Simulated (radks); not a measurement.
The nuclear charge of the cerium ion Ce+ is varied continuously with 57 electrons held in [Xe] 4f1 5d2. Method: Dirac Kohn-Sham, PBEsol, spin-unpolarised, spherical densities, finite nucleus; open shells fill j = l - 1/2 first; Fermi nuclear charge, rms radius 4.8771 fm; computed with a radial shooting solver on a logarithmic mesh with Libxc functionals. By the Hellmann-Feynman theorem dE/dZ = E(electron-nucleus)/Z, the electronic potential at the nucleus (averaged over a nucleus of fixed radius).

Z	E (hartree)	E(electron-nucleus)/Z (hartree)	HOMO	e(HOMO) (eV)	<r> HOMO (bohr)
57.6	-8713.1000	-368.387	4f5/2	-3.902	1.227
57.8	-8786.9604	-370.217	5d3/2	-5.689	2.954
58	-8861.1867	-372.046	5d3/2	-7.244	2.809
58.2	-8935.7785	-373.873	5d3/2	-8.915	2.688
58.4	-9010.7359	-375.701	5d3/2	-10.690	2.584
58.6	-9086.0588	-377.528	5d3/2	-12.560	2.494
58.8	-9161.7473	-379.357	5d3/2	-14.518	2.414
59	-9237.8016	-381.186	5d3/2	-16.559	2.342

The central difference of E at Z = 58 is -372.045 hartree, to compare with the third column; the second derivative is -9.14 hartree.
